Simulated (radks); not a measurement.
Values are calculated unless marked as measured or tabulated.
Species: Os. Configuration: [Xe] 4f14 5d6 6s2. Level of theory: scalar-relativistic Kohn-Sham, PBE, spin-unpolarised, spherical densities, finite nucleus; Fermi nuclear charge, rms radius 5.4126 fm; hard spherical wall at 20 bohr (a radial shooting solver on a logarithmic mesh with Libxc functionals).

Unscreened Slater integrals over Kohn-Sham orbitals (cm^-1). Empty in this configuration: 6p.

integral    value
F0(6s,6s)   66558
F0(6s,5d)   78516
G2(6s,5d)   21145
F0(6s,5p)   83947
G1(6s,5p)  5694.0
F0(6s,4f)   88142
G3(6s,4f)  2194.7
F0(6s,6p)   50554
G1(6s,6p)   27087
F0(5d,5d)  110400
F2(5d,5d)   55503
F4(5d,5d)   36122
F0(5d,5p)  130950
F2(5d,5p)   61656
G1(5d,5p)   72244
G3(5d,5p)   44361
F0(5d,4f)  146280
F2(5d,4f)   31837
F4(5d,4f)   14592
G1(5d,4f)   11012
G3(5d,4f)  9935.6
G5(5d,4f)  7832.6
F0(5d,6p)   54610
F2(5d,6p)   15318
G1(5d,6p)  8502.6
G3(5d,6p)  6104.1
F0(5p,5p)  168970
F2(5p,5p)   90966
F0(5p,4f)  207750
F2(5p,4f)   65267
G2(5p,4f)   26859
G4(5p,4f)   22135
F0(5p,6p)   56354
F2(5p,6p)  9130.4
G0(5p,6p)  1406.7
G2(5p,6p)  1851.7
F0(4f,4f)  362390
F2(4f,4f)  177320
F4(4f,4f)  112330
F6(4f,4f)   81126
F0(4f,6p)   57811
F2(4f,6p)  3830.2
G2(4f,6p)  830.99
G4(4f,6p)  756.04
F0(6p,6p)   42572
F2(6p,6p)   21745

Derived for the open shells (J is the average intra-shell exchange parameter used in DFT+U). 5d: Racah B = F2/49 - 5 F4/441 = 723.2 cm^-1, C = 35 F4/441 = 2867 cm^-1, C/B = 3.96, F4/F2 = 0.651, J = (F2 + F4)/14 = 6545 cm^-1.
